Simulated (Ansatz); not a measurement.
Born–Oppenheimer molecular dynamics of a periodic cell of 21 atoms, H4C2O (contents 3 CH4 + 3 CO, density as packed 0.67 g/cm³ with natural masses). It starts from a partly relaxed structure (largest force component 0.10 eV/Å).

Level of theory: DFT PBE-D3(BJ), scalar-relativistic, plane waves, PAW (Ansatz 0.2.0). Settings: cutoff 420 eV, k mesh 1x1x1, fermi-dirac smearing 0.05 eV, no spin polarisation.

```
ensemble        : NVT, Langevin thermostat
time step       : 0.75 fs
steps asked     : 300
set temperature : 300 K
friction        : 0.02 /fs
seed            : 859679
```

Frames 1.5 fs apart, positions in Å, forces in eV/Å.

Velocities at 105.0 fs (Å/ps):

```
C 9.84 0.87 -6.85
H -14.20 6.87 -12.60
H -7.78 -18.72 -2.10
H 3.71 -1.24 10.71
H 8.74 -11.75 9.57
C -2.51 -4.72 0.28
H 13.81 12.70 11.97
H 6.49 5.55 -6.00
H 15.20 29.02 13.07
H -23.75 3.75 21.78
C -7.81 7.00 4.30
H 4.16 11.07 13.43
H 5.45 13.80 -0.93
H -22.92 -15.13 -18.48
H 23.48 -1.18 3.58
O 8.90 6.40 0.48
C -8.43 -1.87 -2.66
O -1.00 3.55 4.36
C 4.45 2.42 2.27
O -2.35 -1.09 -0.95
C 3.58 -1.85 2.65
```

```xyz
21
Lattice="6.8873 0.0000 0.0000 0.0000 6.8873 0.0000 0.0000 0.0000 6.8873" Properties=species:S:1:pos:R:3:forces:R:3 time_fs=105.0 energy_less_start_eV=0.495 T=272
C 0.776 6.706 0.046 -0.51 -2.32 -1.21
H 1.742 6.235 0.206 0.45 0.28 0.04
H 0.121 6.272 0.814 -0.18 0.45 -0.04
H 0.421 6.335 -0.968 0.25 0.37 0.99
H 0.803 7.763 0.013 0.10 1.16 0.29
C 5.094 1.444 5.878 -1.49 -0.37 0.96
H 4.830 0.882 6.806 0.45 0.32 -0.48
H 4.194 1.936 5.551 -0.72 0.21 -0.21
H 5.377 0.788 5.088 0.60 -0.69 -0.58
H 5.783 2.234 6.046 1.09 0.52 0.31
C 5.297 3.742 2.776 -1.27 0.86 -0.72
H 5.743 2.780 2.939 0.61 -0.68 0.30
H 4.639 3.983 3.678 1.14 0.08 -1.09
H 4.596 3.568 1.899 0.67 0.38 0.78
H 6.090 4.511 2.481 -1.12 -0.78 0.67
O 1.820 2.766 5.179 -0.48 0.71 -0.29
C 1.250 3.687 4.812 0.46 -0.67 0.24
O 3.941 5.028 6.930 0.07 -0.08 -0.28
C 4.555 4.755 6.013 -0.10 0.20 0.34
O 3.337 0.128 2.772 -3.02 -0.21 0.22
C 4.443 0.202 2.694 3.01 0.24 -0.25
21
Lattice="6.8873 0.0000 0.0000 0.0000 6.8873 0.0000 0.0000 0.0000 6.8873" Properties=species:S:1:pos:R:3:forces:R:3 time_fs=106.5 energy_less_start_eV=0.522 T=264
C 0.790 6.706 0.035 -1.78 -2.04 -0.23
H 1.732 6.250 0.183 1.37 -0.23 0.28
H 0.107 6.258 0.812 0.42 0.75 -0.52
H 0.429 6.333 -0.948 0.07 0.30 0.33
H 0.817 7.763 0.030 0.04 1.16 0.22
C 5.088 1.439 5.881 -1.73 0.82 1.54
H 4.851 0.901 6.822 0.23 0.09 -0.48
H 4.191 1.952 5.540 -0.44 -0.12 -0.05
H 5.406 0.820 5.105 0.84 -1.28 -1.22
H 5.759 2.243 6.079 1.03 0.47 0.21
C 5.286 3.754 2.781 -0.77 -0.14 -1.54
H 5.758 2.785 2.964 0.19 -0.15 0.17
H 4.663 4.004 3.672 0.66 0.20 -0.63
H 4.570 3.546 1.878 1.20 0.60 1.43
H 6.108 4.495 2.495 -1.26 -0.65 0.52
O 1.833 2.776 5.181 -0.79 1.14 -0.48
C 1.236 3.684 4.808 0.77 -1.09 0.43
O 3.939 5.033 6.937 0.53 -0.28 -0.97
C 4.562 4.757 6.017 -0.57 0.41 1.02
O 3.332 0.127 2.770 -1.59 -0.11 0.11
C 4.449 0.199 2.697 1.58 0.14 -0.13
21
Lattice="6.8873 0.0000 0.0000 0.0000 6.8873 0.0000 0.0000 0.0000 6.8873" Properties=species:S:1:pos:R:3:forces:R:3 time_fs=108.0 energy_less_start_eV=0.431 T=296
C 0.800 6.703 0.025 -1.73 -0.76 0.60
H 1.755 6.269 0.158 1.28 -0.34 0.38
H 0.098 6.258 0.804 0.77 0.78 -0.62
H 0.436 6.327 -0.930 -0.12 0.24 -0.34
H 0.838 7.791 0.053 -0.09 0.02 0.06
C 5.080 1.435 5.887 -1.21 1.72 0.62
H 4.874 0.915 6.828 -0.04 -0.23 -0.16
H 4.168 1.966 5.527 0.24 -0.61 0.21
H 5.451 0.821 5.103 0.52 -0.74 -0.60
H 5.754 2.265 6.118 0.44 -0.15 -0.08
C 5.274 3.767 2.782 -0.01 -1.64 -1.86
H 5.781 2.791 2.999 -0.31 0.39 -0.04
H 4.705 4.026 3.658 -0.14 0.44 0.29
H 4.566 3.538 1.883 1.19 0.63 1.44
H 6.104 4.457 2.520 -0.71 0.04 0.12
O 1.843 2.785 5.183 -1.02 1.41 -0.61
C 1.223 3.680 4.806 0.99 -1.35 0.55
O 3.936 5.035 6.945 0.89 -0.44 -1.49
C 4.566 4.760 6.022 -0.93 0.57 1.53
O 3.327 0.126 2.766 -0.08 -0.01 0.02
C 4.458 0.197 2.698 0.08 0.04 -0.03
21
Lattice="6.8873 0.0000 0.0000 0.0000 6.8873 0.0000 0.0000 0.0000 6.8873" Properties=species:S:1:pos:R:3:forces:R:3 time_fs=109.5 energy_less_start_eV=0.468 T=302
C 0.807 6.700 0.016 -0.17 0.27 1.32
H 1.809 6.283 0.132 0.08 0.02 0.32
H 0.105 6.267 0.785 0.76 0.59 -0.34
H 0.444 6.330 -0.915 -0.36 0.09 -1.10
H 0.860 7.823 0.073 -0.21 -1.03 -0.12
C 5.069 1.431 5.895 0.05 1.99 -0.70
H 4.899 0.921 6.826 -0.27 -0.62 0.34
H 4.152 1.966 5.529 0.49 -0.81 0.27
H 5.501 0.805 5.087 -0.15 0.22 0.52
H 5.755 2.288 6.162 -0.16 -0.81 -0.43
C 5.263 3.776 2.780 0.61 -2.79 -1.46
H 5.801 2.805 3.030 -0.67 0.62 -0.16
H 4.745 4.061 3.647 -0.84 0.63 1.17
H 4.582 3.539 1.912 0.65 0.49 0.80
H 6.084 4.421 2.546 0.26 0.92 -0.38
O 1.851 2.794 5.183 -1.03 1.37 -0.60
C 1.211 3.676 4.808 1.00 -1.31 0.54
O 3.934 5.036 6.950 0.92 -0.46 -1.50
C 4.570 4.766 6.029 -0.95 0.57 1.53
O 3.323 0.126 2.762 1.52 0.09 -0.07
C 4.470 0.191 2.700 -1.52 -0.05 0.06
21
Lattice="6.8873 0.0000 0.0000 0.0000 6.8873 0.0000 0.0000 0.0000 6.8873" Properties=species:S:1:pos:R:3:forces:R:3 time_fs=111.0 energy_less_start_eV=0.590 T=255
C 0.812 6.697 0.009 1.60 0.76 0.89
H 1.869 6.299 0.114 -1.17 0.32 0.22
H 0.129 6.290 0.760 0.25 0.09 0.36
H 0.448 6.339 -0.925 -0.32 0.10 -1.14
H 0.874 7.832 0.086 -0.28 -1.32 -0.25
C 5.060 1.431 5.899 1.37 1.44 -1.22
H 4.918 0.915 6.824 -0.40 -0.79 0.56
H 4.151 1.951 5.545 0.12 -0.62 0.03
H 5.551 0.783 5.079 -0.76 0.95 1.26
H 5.751 2.292 6.199 -0.40 -1.00 -0.64
C 5.253 3.782 2.775 0.93 -2.55 0.50
H 5.808 2.836 3.061 -0.74 0.40 -0.18
H 4.769 4.112 3.657 -0.76 0.44 0.81
H 4.603 3.551 1.952 -0.37 0.13 -0.45
H 6.069 4.405 2.561 0.95 1.46 -0.75
O 1.858 2.804 5.182 -0.90 1.15 -0.50
C 1.201 3.671 4.811 0.87 -1.09 0.45
O 3.934 5.034 6.954 0.61 -0.32 -1.01
C 4.572 4.775 6.038 -0.61 0.41 1.06
O 3.323 0.127 2.759 2.66 0.14 -0.11
C 4.481 0.187 2.702 -2.66 -0.10 0.10
21
Lattice="6.8873 0.0000 0.0000 0.0000 6.8873 0.0000 0.0000 0.0000 6.8873" Properties=species:S:1:pos:R:3:forces:R:3 time_fs=112.5 energy_less_start_eV=0.612 T=224
C 0.819 6.696 0.005 2.40 0.43 -0.39
H 1.904 6.321 0.103 -1.64 0.30 0.17
H 0.158 6.315 0.745 -0.37 -0.44 1.03
H 0.450 6.349 -0.955 -0.05 0.26 -0.44
H 0.882 7.804 0.092 -0.26 -0.58 -0.29
C 5.054 1.434 5.903 2.06 0.42 -0.88
H 4.924 0.896 6.827 -0.38 -0.66 0.34
H 4.149 1.917 5.561 -0.40 -0.25 -0.26
H 5.586 0.777 5.091 -1.06 1.18 1.39
H 5.740 2.277 6.220 -0.30 -0.69 -0.61
C 5.245 3.784 2.771 1.60 -0.91 2.60
H 5.804 2.876 3.087 -0.56 -0.14 -0.11
H 4.774 4.169 3.679 -0.33 -0.02 -0.20
H 4.617 3.571 1.978 -1.35 -0.26 -1.62
H 6.070 4.416 2.560 0.65 1.19 -0.75
O 1.867 2.815 5.181 -0.52 0.62 -0.27
C 1.194 3.663 4.815 0.49 -0.57 0.23
O 3.935 5.032 6.955 0.13 -0.13 -0.32
C 4.572 4.783 6.046 -0.13 0.21 0.38
O 3.326 0.128 2.757 2.91 0.14 -0.10
C 4.488 0.183 2.705 -2.91 -0.08 0.09
21
Lattice="6.8873 0.0000 0.0000 0.0000 6.8873 0.0000 0.0000 0.0000 6.8873" Properties=species:S:1:pos:R:3:forces:R:3 time_fs=114.0 energy_less_start_eV=0.481 T=274
C 0.830 6.695 0.002 1.71 -0.93 -1.09
H 1.906 6.340 0.103 -1.33 0.06 0.12
H 0.177 6.326 0.762 -0.33 -0.51 0.77
H 0.452 6.370 -0.993 0.22 0.35 0.46
H 0.890 7.758 0.094 -0.19 1.00 -0.19
C 5.054 1.438 5.903 1.54 -0.87 -0.16
H 4.917 0.871 6.831 -0.25 -0.30 -0.13
H 4.136 1.875 5.569 -0.62 0.01 -0.43
H 5.601 0.787 5.126 -0.98 0.94 0.98
H 5.723 2.243 6.219 0.23 0.23 -0.28
C 5.240 3.786 2.769 1.85 0.81 2.66
H 5.796 2.913 3.112 -0.29 -0.68 -0.02
H 4.783 4.218 3.696 -0.10 -0.37 -0.91
H 4.606 3.585 1.967 -1.16 -0.25 -1.29
H 6.086 4.449 2.544 -0.30 0.35 -0.51
O 1.874 2.825 5.178 0.14 -0.21 0.09
C 1.188 3.653 4.821 -0.16 0.25 -0.13
O 3.938 5.030 6.956 -0.46 0.09 0.51
C 4.573 4.791 6.055 0.46 -0.03 -0.45
O 3.334 0.128 2.756 2.02 0.09 -0.06
C 4.487 0.179 2.708 -2.02 -0.02 0.05
21
Lattice="6.8873 0.0000 0.0000 0.0000 6.8873 0.0000 0.0000 0.0000 6.8873" Properties=species:S:1:pos:R:3:forces:R:3 time_fs=115.5 energy_less_start_eV=0.462 T=284
C 0.841 6.695 -0.005 0.22 -1.96 -0.77
H 1.889 6.356 0.114 -0.54 -0.29 0.01
H 0.193 6.324 0.802 0.17 -0.18 -0.17
H 0.446 6.394 -1.022 0.42 0.32 1.07
H 0.906 7.730 0.098 -0.18 2.07 -0.07
C 5.058 1.439 5.906 -0.33 -1.62 0.53
H 4.894 0.838 6.826 -0.07 0.07 -0.40
H 4.112 1.832 5.564 -0.23 0.06 -0.35
H 5.596 0.812 5.180 -0.39 0.10 -0.08
H 5.711 2.205 6.207 0.95 1.42 0.27
C 5.238 3.791 2.770 1.29 1.53 1.30
H 5.785 2.935 3.138 -0.12 -0.93 -0.05
H 4.797 4.255 3.698 -0.13 -0.45 -1.05
H 4.574 3.594 1.935 -0.14 -0.02 0.06
H 6.096 4.482 2.522 -0.90 -0.29 -0.31
O 1.884 2.833 5.175 0.77 -0.93 0.40
C 1.184 3.640 4.825 -0.79 0.97 -0.44
O 3.942 5.029 6.955 -1.25 0.38 1.60
C 4.576 4.801 6.064 1.24 -0.31 -1.56
O 3.345 0.129 2.755 0.55 0.02 0.00
C 4.484 0.175 2.710 -0.55 0.06 -0.01
21
Lattice="6.8873 0.0000 0.0000 0.0000 6.8873 0.0000 0.0000 0.0000 6.8873" Properties=species:S:1:pos:R:3:forces:R:3 time_fs=117.0 energy_less_start_eV=0.545 T=273
C 0.854 6.691 -0.016 -1.21 -0.86 0.11
H 1.864 6.365 0.128 0.63 -0.69 -0.04
H 0.210 6.319 0.838 0.51 0.12 -0.97
H 0.448 6.421 -1.034 0.42 0.16 1.10
H 0.924 7.746 0.104 -0.26 1.23 -0.12
C 5.059 1.437 5.911 -2.28 -0.74 1.54
H 4.864 0.806 6.813 0.11 0.32 -0.43
H 4.078 1.790 5.544 0.59 0.03 -0.03
H 5.574 0.844 5.227 0.68 -1.20 -1.56
H 5.720 2.193 6.206 0.83 1.62 0.46
C 5.237 3.799 2.774 0.76 1.25 0.03
H 5.768 2.934 3.162 -0.13 -0.70 -0.23
H 4.810 4.276 3.685 -0.35 -0.27 -0.71
H 4.539 3.608 1.912 0.62 0.09 1.06
H 6.080 4.506 2.494 -0.88 -0.54 -0.17
O 1.897 2.840 5.174 0.96 -1.11 0.48
C 1.179 3.630 4.828 -0.99 1.15 -0.52
O 3.945 5.029 6.956 -1.64 0.50 2.10
C 4.580 4.810 6.070 1.62 -0.43 -2.09
O 3.354 0.132 2.753 -0.97 -0.04 0.06
C 4.480 0.169 2.710 0.97 0.12 -0.06
21
Lattice="6.8873 0.0000 0.0000 0.0000 6.8873 0.0000 0.0000 0.0000 6.8873" Properties=species:S:1:pos:R:3:forces:R:3 time_fs=118.5 energy_less_start_eV=0.555 T=323
C 0.863 6.683 -0.028 -1.58 1.32 1.55
H 1.849 6.357 0.135 1.41 -0.87 -0.02
H 0.229 6.313 0.855 0.58 0.29 -1.38
H 0.470 6.447 -1.020 0.00 -0.17 0.20
H 0.941 7.795 0.111 -0.32 -0.63 -0.28
C 5.054 1.432 5.919 -2.19 0.63 1.85
H 4.833 0.779 6.793 0.25 0.38 -0.21
H 4.050 1.743 5.520 1.12 0.15 0.22
H 5.564 0.855 5.240 1.11 -1.57 -1.98
H 5.745 2.219 6.221 -0.33 0.45 0.09
C 5.237 3.810 2.776 0.51 0.50 -0.46
H 5.750 2.914 3.171 -0.30 -0.09 -0.47
H 4.814 4.295 3.664 -0.49 -0.10 -0.25
H 4.518 3.630 1.915 0.78 0.02 1.27
H 6.044 4.523 2.459 -0.48 -0.52 -0.09
O 1.912 2.844 5.176 0.43 -0.51 0.22
C 1.170 3.623 4.833 -0.47 0.57 -0.26
O 3.944 5.030 6.961 -1.27 0.34 1.55
C 4.589 4.820 6.072 1.24 -0.28 -1.55
O 3.362 0.135 2.754 -1.93 -0.06 0.09
C 4.480 0.163 2.708 1.93 0.14 -0.09
```

Of the whole run (225 fs, mean temperature of the second half 306 K): A run of 0.23 ps of so small a system gives no equilibrium averages. Limits of this set-up: coarse k mesh.

Run time: 7.1 min on 1 thread of Arm Neoverse V1, with other jobs on the host, peak memory 0.36 GiB.
